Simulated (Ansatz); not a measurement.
Species: GeF, charge 0, doublet. GeF (SMILES [F][Ge], doublet).
B3LYP-D3(BJ)/def2-TZVP minimum from Ansatz (a first-principles code):
```
F
Ge 1 1.7699
```
Charge 0, spin multiplicity 2.

Total energies in hartree (Ansatz). Open shells are spin-unrestricted; no spin-orbit coupling. Correlated methods leave the cores frozen (noble-gas shells, and filled d and f shells in the p block). No relativity.

| species | HF/cc-pVTZ | CCSD(T)/cc-pVTZ | HF/cc-pVQZ | CCSD(T)/cc-pVQZ | CCSDT(Q)/cc-pVQZ |
|---|---|---|---|---|---|
| 1: GeF (SMILES [Ge][F], doublet) | -2174.88902 | -2175.23512 | -2174.90277 | -2175.27745 | -2175.27835 |
| 2: Ge (triplet) | -2075.36107 | -2075.42794 | -2075.36359 | -2075.43284 | -2075.43338 |
| 3: F (doublet) | -99.40552 | -99.62036 | -99.41377 | -99.65026 | -99.65054 |

Task: Work out the atomisation energy (electronic, to ground-state atoms) in kcal/mol: take Hartree-Fock from cc-pVQZ, extrapolate the CCSD(T) correlation energy as X^-3 (X = 3, 4), and add CCSDT(Q) - CCSD(T) in cc-pVQZ. 1 hartree = 627.51 kcal/mol.

Result: 
Species 1: correlation (64·(-0.37468) - 27·(-0.34610))/37 = -0.39554; step -0.00090; E1 = -2174.90277 + (-0.39554) + (-0.00090) = -2175.29921
Species 2: correlation (64·(-0.06925) - 27·(-0.06687))/37 = -0.07099; step -0.00054; E2 = -2075.36359 + (-0.07099) + (-0.00054) = -2075.43512
Species 3: correlation (64·(-0.23649) - 27·(-0.21484))/37 = -0.25229; step -0.00028; E3 = -99.41377 + (-0.25229) + (-0.00028) = -99.66634
-1·E1 +1·E2 +1·E3 = 0.19775 hartree = 124.1 kcal/mol.
